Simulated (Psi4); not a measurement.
C$_{2}$H$_{2}$N (SMILES [CH2]C#N), doublet (typed; the unrestricted solution is spin-contaminated), at a GFN2-xTB geometry. Base run: CCSD/6-31G** (Psi4).

Psi4 was given this input:
```
memory 2 GB

molecule mol {
0 2
C     0.003336   -0.168612   -1.162041
C    -0.000512    0.025874    0.178321
N    -0.003815    0.192819    1.328877
H     0.932323   -0.249064   -1.696896
H    -0.922563   -0.244247   -1.702920
}

set {
  basis 6-31g**
  reference uhf
}

energy('ccsd')
print_variables()
```

The base run was repeated with changes; each row names its change, and settings that it needs were set with it.

```
change                          ΔE vs base (kcal/mol)  MP2 correlation (Eh)  CC correlation without the perturbative part (Eh)  basis functions  core-seconds (rough)        outcome
------------------------------  ---------------------  --------------------  -------------------------------------------------  ---------------  --------------------  -------------
base                                            0.000              -0.38885                                           -0.42341               55                    10      converged
puream = off                                    0.000              -0.38885                                           -0.42341               55                    10      converged
method = lccd                                   0.027              -0.38885                                                  -               55                     7      converged
freeze_core = on                                 8.25              -0.37529                                           -0.41026               55                     8      converged
method = omp2                                    8.34              -0.38877                                                  -               55                     6      converged
cc_type = df                                   -0.034              -0.38877                                           -0.42368               55                    10      converged
method = ccsd(t)                                -9.86              -0.38885                                           -0.42341               55                    20      converged
method = scs-mp2                                26.87              -0.38885                                                  -               55                     2      converged
method = cisd                                       -                     -                                                  -                -                     -  input refused
scf_type = pk; mp2_type = conv                  0.000              -0.38885                                           -0.42341               55                    10      converged
```

Open shells are given as the SCF converged; they aren't shown to be the lowest states, and a large step between rows can be another state.

- method = cisd: ended with `psi4.driver.p4util.exceptions.MissingMethodError: Method=cisd is not available for any derivative level under conditions CI_TYPE=CONV, REFERENCE=UHF, FREEZE_CORE=FALSE, QC_MODULE=(auto). See https://psicode.org/psi4manual/master/introduction.html#ss-cisd. Or d`
